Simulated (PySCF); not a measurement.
## LaI: energy against distance

Set-up: basis La def2-TZVPP with ECP46, I def2-TZVPP with ECP28; scalar-relativistic core potentials; PySCF 2.14. Energies in eV from La (5d1 6s2) + I in their ground configurations at the same level. State: triplet, about 0.1 electrons in the 4f shell (Mulliken).

```tsv
R (Å)	B2PLYP
2.545	-2.766
2.663	-3.369
2.781	-3.699
2.870	-3.818
2.959	-3.858
3.048	-3.838
3.166	-3.747
3.314	-3.563
3.492	-3.289
3.728	-2.890
```

Task: Put a parabola through the three lowest points of the B2PLYP curve and estimate Re, k and ωe (reduced mass 66.32 u; 1 eV/Å² = 0.16022 mdyn/Å; ωe = 1302.8·√(k/μ) cm⁻¹).

Result: Through R = 2.87, 2.959, 3.048 Å the second-order coefficient is 3.79 eV/Å², so Re ≈ 2.974 Å, k ≈ 1.21 mdyn/Å and ωe ≈ 176 cm⁻¹. A polynomial fit of higher order to the unrounded B2PLYP energies gives Re = 2.970 Å, k = 1.15 mdyn/Å, ωe = 172 cm⁻¹; anharmonicity and rounding make the difference.

The higher-order fit for each curve: B2PLYP: Re = 2.970 Å, ωe = 172 cm⁻¹, De = 3.86 eV.

Correlated steps freeze 4 core orbitals. Spin–orbit coupling is left out, which matters for elements this heavy, above all for dissociation energies. B2PLYP dipoles, levels and charges come from its SCF part alone. The state is the lowest single determinant that the PBE0 search found; with open d or f shells the true ground state can be another one.
